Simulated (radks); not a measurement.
Charge is removed step by step from the 3s down level of neutral potassium, starting from [Ne] 3s(up 1, down 1) 3p6 4s1. Calculated with a radial shooting solver on a logarithmic mesh with Libxc functionals: non-relativistic Kohn-Sham, BLYP, spin-polarised, spherical densities, point nucleus; open shells are filled with parallel spins first.

| removed (e) | E - E(0) (eV) | eigenvalue (eV) | E minus straight line (eV) |
|---|---|---|---|
| 0 | 0.000 | -34.670 | 0.000 |
| 0.1 | 3.526 | -35.864 | -0.567 |
| 0.2 | 7.174 | -37.082 | -1.014 |
| 0.3 | 10.944 | -38.323 | -1.338 |
| 0.4 | 14.839 | -39.584 | -1.536 |
| 0.5 | 18.861 | -40.864 | -1.608 |
| 0.6 | 23.012 | -42.161 | -1.550 |
| 0.7 | 27.294 | -43.475 | -1.362 |
| 0.8 | 31.708 | -44.803 | -1.042 |
| 0.9 | 36.255 | -46.146 | -0.589 |
| 1 | 40.937 | -47.502 | 0.000 |

Removing the whole electron costs 40.937 eV by Delta-SCF, against 34.670 eV from minus the eigenvalue at the starting occupation. Slater's transition state (half an electron removed) gives 40.864 eV. Integrating minus the eigenvalue over the occupation (Janak's theorem) gives 40.937 eV. The mean slope of the eigenvalue, de/dn, is 12.8 eV per electron.
